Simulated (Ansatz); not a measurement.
Isolated molecules relaxed with PBE0-D4/def2-TZVP in Ansatz; ΔE leaves out vibrations. CBS: MP2 limit from def2 TZ/QZ plus the TZ coupled-cluster correction, frozen cores. Functionals use def2-TZVPP. Elements past krypton have def2 core potentials. For Br, In outer-core shells are correlated without core-valence functions, which leaves a few kJ/mol of doubt a bond. Scalar relativity is left out up to krypton. Each species was taken in one conformer, which may not be the lowest.

Consider the redistribution: `[NH2][In]([OH])[Br]` + `[NH2][InH][Br]` → `[NH2][In]([Br])[Br]` + `[NH2][InH][OH]`.

```csv
level,ΔE (eV)
BLYP-D4,0.06
LC-ωPBE,0.09
```

(1) What does CCSD(T)/CBS give? (Estimate.)

Largest T1 diagnostic among the species: 0.016.

## Answers

(1) Ansatz gave: +0.06 eV. The listed levels differ from it by 0.00, 0.03 eV.

Leaving LDA and LC-ωPBE aside and taking each functional with its dispersion term where it has one, the values, not all of them listed here, spread over 0.02 eV, from BLYP-D4 to ωB97X-V.
